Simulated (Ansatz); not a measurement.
Consider the formal exchange of groups at the In–C bond: `C[CH](F)[InH][F]` + `C[CH2][GeH3]` → `[F][InH][GeH3]` + `CCC(C)F`.

Gas-phase electronic energies from Ansatz, PBE0-D4/def2-TZVP geometries. CCSD(T)/CBS adds triple-zeta CCSD(T) − MP2 to the extrapolated MP2 energy (def2 sets, frozen cores). Elements past krypton have def2 core potentials. For Ge, In outer-core shells are correlated without core-valence functions, which leaves a few kJ/mol of doubt a bond. Scalar relativity is left out up to krypton. Each species was taken in one conformer, which may not be the lowest.

```tsv
species	CCSD(T)/CBS(def2) energy (Eh)
`C[CH](F)[InH][F]`	-468.51677
`C[CH2][GeH3]`	-2157.02491
`[F][InH][GeH3]`	-2368.14594
`CCC(C)F`	-257.43047
```

Work out ΔE.

ΔE = (-2368.14594) + (-257.43047) − (-468.51677) − (-2157.02491) = -0.03473 Eh = -91.2 kJ/mol.

What do rigid-rotor, harmonic-oscillator terms from PBE0-D4/def2-TZVP frequencies (298.15 K, 1 bar) make of the CCSD(T)/CBS value? (Best estimate.)

Ansatz gave: ΔZPE = +5.3 kJ/mol, ΔH = -86.3 kJ/mol, ΔS = 2 J/(mol·K), ΔG = -87.1 kJ/mol. Modes under 50 cm⁻¹ make the entropy rough.

Largest T1 diagnostic among the species: 0.015.

From r2SCAN to r2SCAN0 (25 % exact exchange), in def2-TZVPP and without D4, ΔE moves by −6.3 kJ/mol. Leaving LDA and LC-ωPBE aside and taking each functional with its dispersion term where it has one, the values, not all of them listed here, spread over 16.1 kJ/mol, from BHLYP-D4 to BLYP-D4. LDA lies −8.3 kJ/mol from PBE without D4.
